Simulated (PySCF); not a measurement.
# Dipole response of Ta (tantalum, neutral)

[Xe] 4f14 5d5, high-spin 6S determinant (an excited configuration). Computed with PySCF 2.14 in x2c-TZVPPall with one added diffuse shell each of s, p, d, f type (12s8p8d4f1g, 113 functions), with scalar relativity by spin-free X2C-1e. Coupled (time-dependent) response in atomic units; α is the mean over directions.

```tsv
method	mean α (bohr³)	C₆ (like pair)	S(−4)
PBE0	107.8	930.9	23170
```

S(−4) is the Cauchy moment in α(ω) = α(0) + S(−4) ω² + …

α(iu) at PBE0:

```json
{"u (hartree)": "0", "α(iu) (bohr³)": "107.8"}
{"u (hartree)": "0.0500", "α(iu) (bohr³)": "74.90"}
{"u (hartree)": "0.100", "α(iu) (bohr³)": "49.30"}
{"u (hartree)": "0.200", "α(iu) (bohr³)": "30.71"}
{"u (hartree)": "0.300", "α(iu) (bohr³)": "22.11"}
{"u (hartree)": "0.500", "α(iu) (bohr³)": "13.37"}
{"u (hartree)": "0.750", "α(iu) (bohr³)": "8.503"}
{"u (hartree)": "1.00", "α(iu) (bohr³)": "6.026"}
{"u (hartree)": "1.50", "α(iu) (bohr³)": "3.577"}
{"u (hartree)": "2.00", "α(iu) (bohr³)": "2.395"}
{"u (hartree)": "3.00", "α(iu) (bohr³)": "1.292"}
{"u (hartree)": "5.00", "α(iu) (bohr³)": "0.5464"}
```

Spin-orbit coupling, which splits the p, d and f shells strongly at this Z, is absent.
